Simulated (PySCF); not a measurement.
## Mercury: a sound run and one with changed settings

Sound run: Hg [Xe] 4f14 5d10 6s2, Hg⁺ [Xe] 4f14 5d10 6s1. Computed with PySCF 2.14 in def2-SVP with the def2 core potential (60 electrons), with a scalar-relativistic core potential. The sound run starts from symmetry-adapted Hartree-Fock orbitals and uses a fine grid where one is needed.

A second run was set up differently.

| species | method | sound run (hartree) | changed run (hartree) | converged |
| --- | --- | --- | --- | --- |
| Hg | UHF | -152.55040 | -152.55040 | yes |
| Hg | PBE0 | -153.51015 | -154.53958 | yes |
| Hg | LDA | -153.29768 | -154.66870 | yes |
| Hg⁺ | UHF | -152.23766 | -152.23766 | yes |
| Hg⁺ | PBE0 | -153.13660 | -154.18189 | yes |
| Hg⁺ | LDA | -152.89752 | -154.28025 | yes |

Ionisation energy of Hg:

```json
{"method": "UHF", "sound run (eV)": "8.510", "changed run (eV)": "8.510"}
{"method": "PBE0", "sound run (eV)": "10.165", "changed run (eV)": "9.733"}
{"method": "LDA", "sound run (eV)": "10.889", "changed run (eV)": "10.570"}
```

(1) What was changed?
A. basis contracted for another Hamiltonian
B. radial grid too coarse
C. a valence shell is frozen
D. level shift left on

Answers

(1) B. It used radial step 0.8 in ln r (0.13 in the sound run). A coarse radial grid mis-integrates the density and the exchange-correlation energy, with errors of either sign; Hartree-Fock needs no grid.
